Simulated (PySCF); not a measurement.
Species: C5H2F6.
SMILES: `C=C=C(C(F)(F)F)C(F)(F)F`

Computed with PySCF at B3LYP/def2-SVPD, non-relativistic, on one gas-phase PBE0-D3(BJ)/def2-SVP geometry that isn't relaxed in the solvent. The solvent is an IEF-PCM continuum (van der Waals radii × 1.2), and excitations are vertical TDDFT with non-equilibrium linear response and a frozen core. Specific hydrogen bonds and non-electrostatic terms are outside this model.

```csv
run,E − E(gas) (kcal/mol),HOMO (eV),HOMO–LUMO gap (eV),dipole (D),lowest singlet (eV),static polarisability (au)
gas,0.00,-8.87,7.29,3.45,5.71,67.7
P,-1.70,-8.69,7.28,3.96,5.69,75.7
Q,-3.55,-8.52,7.28,4.49,5.68,85.9
```

Question: The runs were made in acetone and benzene. Which run belongs to which solvent?

Answer: P = benzene, Q = acetone. The dielectric constants are 2.271 (benzene), 20.49 (acetone), and the energy falls further as ε rises. The optical constants n² used for the excitations are 2.25, 1.85 in the same order. In this model the ground state sees the solvent through ε alone.

Question: How constant is the ratio of the lowering to (ε − 1)/(2ε + 1)?

Answer: 
| solvent | (ε − 1)/(2ε + 1) | E − E(gas) (kcal/mol) | ratio (kcal/mol) | polarisation term (kcal/mol) |
| --- | --- | --- | --- | --- |
| benzene | 0.229 | -1.70 | -7.4 | -1.86 |
| acetone | 0.464 | -3.55 | -7.7 | -4.22 |

The ratio changes by +3.1 % in size from benzene to acetone. The polarisation term is half the interaction of the solute with the induced surface charges.

Shape of the structure used: `[CH2:1]=[C:2]=[C:3]([C:4]([F:5])([F:6])[F:7])[C:8]([F:9])([F:10])[F:11]`: C2–C3–C4–F5 -107°, C2–C3–C8–F9 16°.
